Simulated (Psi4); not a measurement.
H7OSi2, charge +1, singlet, geometry from GFN2-xTB; BHHLYP/STO-3G in Psi4.

Input for Psi4:
```
memory 2 GB

molecule {
1 1
Si    1.57259310   -0.32787865    0.43128443
O     0.04546575   -0.19736209   -0.52085237
Si   -1.59645535    0.44638018   -0.13762810
H     2.51490900   -0.40711010   -0.67455778
H     1.51112540    0.92190961    1.16707567
H     1.34061387   -1.54617037    1.19083611
H     0.08210873   -0.66697740   -1.36331658
H    -2.19054693   -0.67297857    0.57578869
H    -2.06000854    0.68633742   -1.49582128
H    -1.22785623    1.60486461    0.65562572
}

set {
  basis sto-3g
}

energy('bhhlyp')
print_variables()
```

Question: Predict the main parts of the log of this Psi4 run.

Answer: 
```
   => Loading Basis Set <=

    Name: STO-3G
    Role: ORBITAL
    Keyword: BASIS

         ---------------------------------------------------------
                                   SCF
               by Justin Turney, Rob Parrish, Andy Simmonett
                          and Daniel G. A. Smith
                              RKS Reference
         ---------------------------------------------------------

  ==> Geometry <==

    Molecular point group: c1
    Full point group: C1

    Geometry (in Angstrom), charge = 1, multiplicity = 1:

       Center              X                  Y                   Z               Mass
    ------------   -----------------  -----------------  -----------------  -----------------
         SI           1.572216640615    -0.328862998782     0.432035304628    27.976926534650
         O            0.045089290615    -0.198346438782    -0.520101495372    15.994914619570
         SI          -1.596831809385     0.445395831218    -0.136877225372    27.976926534650
         H            2.514532540615    -0.408094448782    -0.673806905372     1.007825032230
         H            1.510748940615     0.920925261218     1.167826544628     1.007825032230
         H            1.340237410615    -1.547154718782     1.191586984628     1.007825032230
         H            0.081732270615    -0.667961748782    -1.362565705372     1.007825032230
         H           -2.190923389385    -0.673962918782     0.576539564628     1.007825032230
         H           -2.060384999385     0.685353071218    -1.495070405372     1.007825032230
         H           -1.228232689385     1.603880261218     0.656376594628     1.007825032230

  Running in c1 symmetry.

  Rotational constants: A =      0.81824  B =      0.09258  C =      0.08858 [cm^-1]
  Rotational constants: A =  24530.25441  B =   2775.62117  C =   2655.59393 [MHz]
  Nuclear repulsion =  163.679434611849985

  Charge       = 1
  Multiplicity = 1
  Electrons    = 42
  Nalpha       = 21
  Nbeta        = 21

  ==> Algorithm <==

  SCF Algorithm Type is DF.
  DIIS enabled.
  MOM disabled.
  Fractional occupation disabled.
  Guess Type is SAD.
  Energy threshold   = 1.00e-06
  Density threshold  = 1.00e-06
  Integral threshold = 1.00e-12

  ==> Primary Basis <==

  Basis Set: STO-3G
    Blend: STO-3G
    Number of shells: 20
    Number of basis functions: 30
    Number of Cartesian functions: 30
    Spherical Harmonics?: true
    Max angular momentum: 1

  ==> DFT Potential <==

   => LibXC <=

    Version 7.1.2
    S. Lehtola, C. Steigemann, M. J. T. Oliveira, and M. A. L. Marques,  SoftwareX 7, 1–5 (2018) (10.1016/j.softx.2017.11.002)

   => Composite Functional: BHANDHLYP <=

    BHandHLYP Hyb-GGA Exchange-Correlation Functional

    A. D. Becke,  J. Chem. Phys. 98, 1372 (1993) (10.1063/1.464304)
    Defined through Gaussian implementation.

    Deriv               =              1
    GGA                 =           TRUE
    Meta                =          FALSE

    Exchange Hybrid     =           TRUE
    MP2 Hybrid          =          FALSE

   => Exchange Functionals <=

    0.5000         Becke 88

   => Exact (HF) Exchange <=

    0.5000               HF

   => Correlation Functionals <=

    1.0000   Lee, Yang & Parr

   => LibXC Density Thresholds  <==

    XC_HYB_GGA_XC_BHANDHLYP:  1.00E-15

   => Molecular Quadrature <=

    Radial Scheme          =       TREUTLER
    Pruning Scheme         =           NONE
    Nuclear Scheme         =       TREUTLER

    Blocking Scheme        =         OCTREE
    BS radius alpha        =              1
    Pruning alpha          =              1
    Radial Points          =             75
    Spherical Points       =            302
    Total Points           =         213373
    Total Blocks           =           1632
    Max Points             =            256
    Max Functions          =             29
    Weights Tolerance      =       1.00E-15

   => Loading Basis Set <=

    Name: (STO-3G AUX)
    Role: JKFIT
    Keyword: DF_BASIS_SCF

  ==> Integral Setup <==

  SCF_SUBTYPE=INCORE selected. In-core MEM_DF algorithm will be used.
  Using in-core AOs.

  ==> MemDFJK: Density-Fitted J/K Matrices <==

    J tasked:                   Yes
    K tasked:                   Yes
    wK tasked:                   No
    Algorithm:                 Core
    Schwarz Cutoff:           1E-12
    Mask sparsity (%):       6.0000
    Fitting Condition:        1E-10

   => Auxiliary Basis Set <=

  Basis Set: (STO-3G AUX)
    Blend: DEF2-UNIVERSAL-JKFIT
    Number of shells: 143
    Number of basis functions: 459
    Number of Cartesian functions: 543
    Spherical Harmonics?: true
    Max angular momentum: 4

  Minimum eigenvalue in the overlap matrix is 3.0270990579E-01.
  Reciprocal condition number of the overlap matrix is 1.4561020375E-01.
    Using symmetric orthogonalization.

  ==> Pre-Iterations <==

  SCF Guess: Superposition of Atomic Densities via on-the-fly atomic UHF (no occupation information).

   -------------------------
    Irrep   Nso     Nmo
   -------------------------
     A         30      30
   -------------------------
    Total      30      30
   -------------------------

  ==> Iterations <==

                           Total Energy        Delta E     RMS |[F,P]|

   @DF-RKS iter SAD:  -648.29412087227763   -6.48294e+02   0.00000e+00
   @DF-RKS iter   1:  -650.43680103065162   -2.14268e+00   8.04332e-03 ADIIS/DIIS
   @DF-RKS iter   2:  -650.47998741324466   -4.31864e-02   2.64896e-03 ADIIS/DIIS
   @DF-RKS iter   3:  -650.48438476163915   -4.39735e-03   3.17994e-04 ADIIS/DIIS
   @DF-RKS iter   4:  -650.48443506541241   -5.03038e-05   1.39228e-04 ADIIS/DIIS
   @DF-RKS iter   5:  -650.48444594594378   -1.08805e-05   3.36308e-06 DIIS
   @DF-RKS iter   6:  -650.48444595802050   -1.20767e-08   4.44826e-07 DIIS
  Energy and wave function converged.

  ==> Post-Iterations <==

   Electrons on quadrature grid:
      Ntotal   =   41.9999262925 ; deviation = -7.371e-05

    Orbital Energies [Eh]
    ---------------------

    Doubly Occupied:

[...]
    Virtual:

[...]
    Final Occupation by Irrep:
              A
    DOCC [    21 ]
    NA   [    21 ]
    NB   [    21 ]

  @DF-RKS Final Energy:  -650.48444595802050

   => Energetics <=

    Nuclear Repulsion Energy =            163.6794346118499845
    One-Electron Energy =               -1218.7256426409808228
    Two-Electron Energy =                 431.7066750786314628
    DFT Exchange-Correlation Energy =     -27.1449130075211080
    Empirical Dispersion Energy =           0.0000000000000000
    VV10 Nonlocal Energy =                  0.0000000000000000
    Total Energy =                       -650.4844459580206149

Computation Completed

Properties will be evaluated at   0.000000,   0.000000,   0.000000 [a0]

Properties computed using the SCF density matrix

 Multipole Moments:

 ------------------------------------------------------------------------------------
     Multipole            Electronic (a.u.)      Nuclear  (a.u.)        Total (a.u.)
 ------------------------------------------------------------------------------------

 L = 1.  Multiply by 2.5417464519 to convert [e a0] to [Debye]
 Dipole X            :          0.0320703           -0.0305908            0.0014795
 Dipole Y            :         -0.1593769           -0.0799866           -0.2393635
 Dipole Z            :         -0.3982303            0.0610151           -0.3372151
 Magnitude           :                                                    0.4135349

 ------------------------------------------------------------------------------------

  Variable Map:
  ----------------------------------------------------------------------------
[...]
  Array Variable Map:
  ----------------------------------------------------------------------------
[...]
[...]
```
